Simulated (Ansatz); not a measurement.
Cost and result for the atomization energy of GeH6SSi (`[SiH3][GeH2][SH]`) (9 atoms, 8 bonds).

```xyz
9

Si   -0.116   -0.851    1.343
Ge   -0.302    0.622   -0.515
S     1.398    0.122   -1.872
H    -0.194   -2.259    0.875
H    -1.229   -0.585    2.292
H     1.182   -0.628    2.031
H    -0.197    2.100   -0.090
H    -1.631    0.430   -1.270
H     1.090    1.048   -2.794
```

Charge 0, multiplicity 1. Correlated methods include outer-core shells of Ge, which these sets cover unevenly. Scalar relativity is left out up to krypton. The geometry is a stationary point of PBE0-D4/def2-TZVP. It is one conformer, not always the lowest. Program: Ansatz. All runs use 2 threads of an Intel Xeon Platinum 8259CL on a shared host. Times are those of one run each, without the atoms' runs, and a repeat can differ threefold. Electronic energies, without spin–orbit coupling; frozen cores. CCSD(T)/CBS adds CCSD(T) − MP2 in def2-TZVPP to the MP2 limit, and its time is that of the two runs behind it. T1 = 0.012. With those shells the extrapolation isn't a true limit. HSE06 is the plane-wave form, built on full-range PBE exchange.

CCSD(T)/CBS is a level of theory with its own doubt, some kJ/mol a heavy atom from the limit and from the frozen cores, so smaller differences don't rank the functionals.

```
                             level  functions  wall time  atomization (kJ/mol)  difference from CCSD(T)/CBS  per bond
   PBE-D4/def2-TZVPP (with forces)        216      3.6 s                2445.4                        -39.0      -4.9
               BHLYP-D4/def2-TZVPP        216      4.5 s                2436.2                        -48.2      -6.0
                  CCSD(T)/def2-SVP         98      4.6 s                2294.2                       -190.2     -23.8
               HSE06-D4/def2-TZVPP        216      5.5 s                2441.0                        -43.4      -5.4
           CAM-B3LYP-D4/def2-TZVPP        216      5.5 s                2466.3                        -18.1      -2.3
r2SCAN-D4/def2-TZVPP (with forces)        216      6.5 s                2477.6                         -6.8      -0.9
               PBE-QIDH/def2-TZVPP        216        8 s                2441.3                        -43.1      -5.4
                 B97M-V/def2-TZVPP        216       12 s                2508.1                         23.7       3.0
                ωB97X-V/def2-TZVPP        216       12 s                2501.5                         17.1       2.1
  ωB97M-V/def2-TZVPP (with forces)        216       16 s                2469.8                        -14.6      -1.8
                    MP2/def2-QZVPP        409       29 s                2427.7                        -56.7      -7.1
                CCSD(T)/def2-TZVPP        216       87 s                2426.9                        -57.5      -7.2
                 CCSD(T)/CBS(def2)          –      120 s                2484.4                          0.0       0.0
```

In def2-TZVPP, CCSD(T) changes the Hartree–Fock value by +597.5 kJ/mol (the triples alone add +26.6 kJ/mol) and MP2 by +564.9 kJ/mol; breaking electron pairs costs correlation energy, which Hartree–Fock lacks. Leaving LDA and LC-ωPBE aside and taking each functional with its dispersion term where it has one, the values, not all of them listed here, spread over 100.5 kJ/mol, from revPBE-D4 to B97M-V. LDA lies +329.3 kJ/mol from PBE without D4, its usual overbinding. At CCSD(T), def2-SVP lies −190.1 kJ/mol from the extrapolated value and def2-TZVPP −57.4 kJ/mol: correlation converges slowly with the basis, and small sets miss more of it in the bonded molecule than in its fragments.
